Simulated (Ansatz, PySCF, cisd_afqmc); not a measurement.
Species: GaO, charge 0, doublet. GaO (SMILES [O]=[Ga], doublet).
B3LYP-D3(BJ)/def2-TZVP minimum from Ansatz (an electronic-structure program):
```xyz
2

Ga     0.0000     0.0000    -0.3530
O      0.0000     0.0000     1.3680
```
Charge 0, spin multiplicity 2.

Atomisation energy term by term, kcal/mol (programs: Ansatz, cisd_afqmc). Radicals and triplets start from unrestricted determinants; spin-orbit coupling is neglected. Cores are frozen in correlated methods (noble-gas shells, and filled d and f shells in the p block). No relativity. AFQMC/CISD: phaseless, guided by CISD from CCSD amplitudes; bars are statistical, one sigma. Outlying blocks are dropped, and bars are widened where a walk drifts. Over all cases where full CI ran beside it in this data, AFQMC minus full CI had a median of +0.1 mEh and passed +0.4 mEh in a tenth of the cases. CBS(X,Y): correlation extrapolated as X^-3, Hartree-Fock from the larger set (Q,5: extrapolated as (X+1)exp(-9√X)). A bracket is a step between two methods taken in the basis named. Where a partner has so few electrons that a lower coupled-cluster level is exact, that level stands in. The UHF reference of GaO ([O]=[Ga], doublet) is spin-contaminated (<S^2> up to 0.05 over the pure value in the sets run). The determinant of GaO ([O]=[Ga], doublet) is a saddle point of the SCF energy; a lower one exists, which strains HF and MP2.

```csv
term,basis,kcal/mol
Hartree-Fock,"CBS(cc-pVQZ,cc-pV5Z)",39.13
CCSD correlation,"CBS(cc-pVQZ,cc-pV5Z)",53.53
(T),"CBS(cc-pVQZ,cc-pV5Z)",6.97
CCSDT(Q) - CCSD(T),cc-pVQZ,2.29
CCSDTQ - CCSDT(Q),cc-pVDZ,-0.60
minus zero-point energy,Hessian by PySCF at B3LYP-D3(BJ)/def2-TZVP,-1.02
sum: D0,,100.3
```

The step beyond CCSD(T) by other levels: CCSDTQ in cc-pVDZ 1.97; AFQMC/CISD in cc-pVDZ 0.35 ± 0.26; CCSDT(Q) in cc-pVDZ 2.57; CCSDT(Q) in cc-pVTZ 2.32 kcal/mol.
